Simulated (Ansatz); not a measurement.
Geometry optimisation, Ansatz, RKS B3LYP-D4/def2-SVP.

input.yaml

```yaml
crystal:
  periodic: [false, false, false]
  atoms:
    - { symbol: Si, position_ang: [-0.3343, 0.1691, 1.3828] }
    - { symbol: "N", position_ang: [0.5332, -0.484, -0.44] }
    - { symbol: C, position_ang: [0.1329, 0.2148, -1.6382] }
    - { symbol: H, position_ang: [-0.3024, 1.6108, 1.4634] }
    - { symbol: H, position_ang: [-0.1616, -0.971, 2.2646] }
    - { symbol: O, position_ang: [-1.8996, 0.1367, 0.9062] }
    - { symbol: H, position_ang: [1.7275, -0.1526, 0.0519] }
    - { symbol: Cl, position_ang: [2.1323, 0.3991, 1.668] }
    - { symbol: H, position_ang: [0.5118, -1.4882, -0.5603] }
    - { symbol: H, position_ang: [0.1975, 1.2849, -1.4567] }
    - { symbol: H, position_ang: [-0.9019, -0.0279, -1.8985] }
    - { symbol: H, position_ang: [0.7756, -0.0397, -2.4859] }
    - { symbol: H, position_ang: [-2.411, -0.6521, 0.7427] }
basis:
  gaussian: { orbitals: def2-SVP }
hamiltonian:
  xc: b3lyp
  dispersion: d4
relax:
  f_tol: 0.15
  max_steps: 25
  restrain:
    - { distance: [0, 7], at: 2.13, k: 30.0 }
    - { distance: [6, 1], at: 1.02, k: 30.0 }
    - { distance: [0, 1], at: 3.12, k: 30.0 }
    - { distance: [6, 7], at: 2.63, k: 30.0 }
```

Run as:

```bash
$ ansatz run input.yaml --threads 2 --pin off --max-ram 3072MiB --backend cpu --events-out ev --progress --plain --runs-dir out
```

Problem. Where does it end, and by what steps?

Solution. The run converged. The restraints hold the end off the free minimum. After 18 steps the energy has fallen by 1.733 eV (the restraints' own energy left out); H4 moved furthest, 1.80 Å. Parted: Si1–N2. Joined: N2–H7.

| step | energy less start (eV) | largest force component (eV/Å) | accepted |
| --- | --- | --- | --- |
| 0 | 0.0000 | 2.732 | yes |
| 1 | 0.0812 | 4.248 | yes |
| 2 | 0.5987 | 2.928 | yes |
| 3 | 0.6416 | 2.588 | yes |
| 4 | 0.1831 | 1.005 | yes |
| 5 | -0.1920 | 0.940 | yes |
| 6 | -0.5727 | 0.811 | yes |
| 7 | -0.8580 | 0.748 | yes |
| 8 | -0.9979 | 0.853 | yes |
| 9 | -1.1322 | 0.818 | yes |
| 10 | -1.2491 | 1.092 | yes |
| 11 | -1.3865 | 0.934 | yes |
| 12 | -1.5306 | 0.714 | yes |
| 13 | -1.6309 | 0.675 | yes |
| 14 | -1.6649 | 0.782 | yes |
| 15 | -1.7123 | 0.615 | yes |
| 16 | -1.7242 | 0.625 | yes |
| 17 | -1.7325 | 0.402 | yes |
| 18 | -1.7334 | 0.458 | yes |

```xyz
13
Properties=species:S:1:pos:R:3
Si -0.372 0.483 2.060
N 0.194 -0.867 -0.710
C 0.255 0.038 -1.863
H -0.859 1.350 3.156
H 0.106 -0.834 2.566
O -1.532 0.368 0.910
H 1.045 -0.760 -0.155
Cl 1.395 1.397 1.311
H 0.159 -1.840 -1.017
H 0.320 1.066 -1.477
H -0.672 -0.039 -2.452
H 1.116 -0.133 -2.535
H -1.154 -0.230 0.206
```

Whether the end is a true minimum wasn't checked by a vibrational analysis.

The run took 37 s on 2 threads of AMD EPYC 9R45 96-Core Processor (Zen 5) (shared host), peak memory 0.3 GiB.
